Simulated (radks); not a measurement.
Effect of the nuclear size on neutral neodymium, [Xe] 4f4 6s2. Calculated with a radial shooting solver on a logarithmic mesh with Libxc functionals: Dirac Kohn-Sham, LDA (Slater exchange, Perdew-Wang correlation), spin-unpolarised, spherical densities, finite nucleus; open shells fill j = l - 1/2 first; Fermi nuclear charge, rms radius 4.9123 fm. The rms radius is varied about that value; shifts are against it.

| rms radius (fm) | total energy shift (eV) | density at nucleus (e/bohr^3) | 1s1/2 shift (meV) | 2s1/2 shift (meV) | 5s1/2 shift (meV) | 5p1/2 shift (meV) | 6s1/2 shift (meV) | 4f5/2 shift (meV) | 6p1/2 (empty) shift (meV) |
|---|---|---|---|---|---|---|---|---|---|
| 4.1263 | -3.82 | 4.697e+05 | -1590 | -197 | -1.43 | 0.212 | -0.070 | 0.324 | 0.064 |
| 4.7502 | -0.831 | 4.552e+05 | -345 | -42.9 | -0.311 | 0.046 | -0.015 | 0.070 | 0.014 |
| 4.9123 | 0 | 4.518e+05 | 0.000 | 0.000 | 0.000 | 0.000 | 0.000 | 0.000 | 0.000 |
| 5.266 | 1.89 | 4.448e+05 | 783 | 97.4 | 0.706 | -0.105 | 0.034 | -0.160 | -0.031 |
| 6.0077 | 6.18 | 4.32e+05 | 2560 | 318 | 2.31 | -0.343 | 0.113 | -0.523 | -0.103 |

Slopes of the eigenvalues against <r^2> in GHz/fm^2, as finite differences over the two radii next to the reference (eigenvalue slopes, not the field-shift constants of lines): 1s1/2 52800, 2s1/2 6560, 5s1/2 47.6, 5p1/2 -7.06, 6s1/2 2.32, 4f5/2 -10.8, 6p1/2 (empty) -2.12.
